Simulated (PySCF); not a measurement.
I₄Ti, multiplicity 1. Atoms are numbered in the order given.

```xyz
5

Ti     0.0000     0.0000     0.0000
I      2.0759    -1.1985    -0.8475
I      0.0000     2.3970    -0.8475
I     -2.0759    -1.1985    -0.8475
I      0.0000     0.0000     2.5424
```
Charge 0, spin multiplicity 1.

Coordinates come from a B3LYP-D3(BJ)/def2-SVP optimisation. The spin state was assumed, not searched. The isomer is the one that the SMILES or the coordinates give; other isomers of the formula were not compared. The def2 effective core potentials stand for the cores of I; spin–orbit coupling is left out.

Computed with r2SCAN/def2-TZVP run with PySCF.

The molecule is in vacuum.

Computed frontier levels, gap, dipole moment and polarisability:
| Quantity | Value |
|---|---|
| highest occupied level | -7.01 eV |
| lowest empty level | -4.44 eV |
| orbital gap | 2.57 eV |
| dipole moment | 0.00 D |
| quadrupole, principal values (traceless, Buckingham form, about the centre of nuclear charge) | 0.00, 0.00, 0.00 D·Å |
| mean static polarisability | 181.3 bohr³ (26.87 Å³) |
| polarisability, principal values | 181.3, 181.3, 181.3 bohr³ |
